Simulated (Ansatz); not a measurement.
Na₈Li⁻, 9 atoms. Hardware: 4 threads of Arm Neoverse V2 on a shared host.

Correlated methods freeze 8 core orbitals; core or outer-core shells of Li, Na are correlated, in sets that lack core-valence functions.

**Question.** How many basis functions does each of these Ansatz runs have, and roughly what does it cost? MP2/def2-TZVPD, charge -1 singlet, energy, from earlier orbitals; r2SCAN/def2-TZVPD, charge -1 singlet, energy, from earlier orbitals; PBE/def2-TZVPD, charge -1 singlet, energy and forces, from earlier orbitals; CCSD(T)/def2-SVPD, charge -1 singlet, energy, from earlier orbitals; PBE0/def2-TZVPD, charge -1 singlet, energy, from earlier orbitals; r2SCAN/def2-SVPD, charge -1 singlet, relaxation, 8 steps; BHLYP/def2-TZVPD, charge -1 singlet, energy, from earlier orbitals; HF/def2-TZVPD, charge -1 singlet, energy, from earlier orbitals; PBE-QIDH/def2-TZVPD, charge -1 singlet, energy, from earlier orbitals.

**Answer.** Other jobs shared the machine, so times can vary by a factor of up to 3. A dash marks memory too small to be measured apart from the calling script's.

| run | functions | fitting or Cholesky vectors | wall time | peak host memory (GiB) |
| --- | --- | --- | --- | --- |
| PBE/def2-TZVPD, charge -1 singlet, energy and forces, from earlier orbitals | 297 | 2709 | 9.5 s | 0.81 |
| HF/def2-TZVPD, charge -1 singlet, energy, from earlier orbitals | 297 | 3037 | 9.5 s | 1.8 |
| PBE0/def2-TZVPD, charge -1 singlet, energy, from earlier orbitals | 297 | 2805 | 14 s | 1.5 |
| r2SCAN/def2-TZVPD, charge -1 singlet, energy, from earlier orbitals | 297 | 2709 | 18 s | 0.89 |
| MP2/def2-TZVPD, charge -1 singlet, energy, from earlier orbitals | 297 | 2693 | 19 s | 1.3 |
| PBE-QIDH/def2-TZVPD, charge -1 singlet, energy, from earlier orbitals | 297 | 2693 | 20 s | 1.4 |
| BHLYP/def2-TZVPD, charge -1 singlet, energy, from earlier orbitals | 297 | 2901 | 20 s | 1.5 |
| r2SCAN/def2-SVPD, charge -1 singlet, relaxation, 8 steps | 156 | 1709 | 48 s | – |
| CCSD(T)/def2-SVPD, charge -1 singlet, energy, from earlier orbitals | 156 | 1439 | 2.8 min | 2.4 |
